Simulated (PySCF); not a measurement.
Sc³⁺ (scandium, charge +3) across methods

[Ar], closed-shell 1S. All numbers are calculated (PySCF 2.14, scalar relativity by spin-free X2C-1e, in x2c-TZVPPall).

| method | E (hartree) | mean ε 2p (eV) | mean ε 3s (eV) | mean ε 3p (eV) | Σ⟨r²⟩ (bohr²) | ⟨S²⟩ |
| --- | --- | --- | --- | --- | --- | --- |
| M06-2X | -762.564 | -441.29 | -93.806 | -69.538 | 12.51 | 0.000 |
| LDA | -760.529 | -421.20 | -86.208 | -64.642 | 12.52 | 0.000 |
| PBE | -762.303 | -421.35 | -86.428 | -64.610 | 12.50 | 0.000 |
| TPSS | -762.562 | -422.16 | -87.152 | -64.866 | 12.49 | 0.000 |
| PW91 | -762.539 | -421.77 | -86.500 | -64.709 | 12.50 | 0.000 |
| r2SCAN | -762.502 | -425.80 | -88.218 | -65.401 | 12.49 | 0.000 |
| PBE0 | -762.354 | -431.25 | -90.603 | -67.196 | 12.49 | 0.000 |
| B97-3 | -762.460 | -432.10 | -90.846 | -67.296 | 12.48 | 0.000 |
| UHF | -761.75449 | -459.83 | -101.74 | -73.623 | 12.54 | 0.000 |
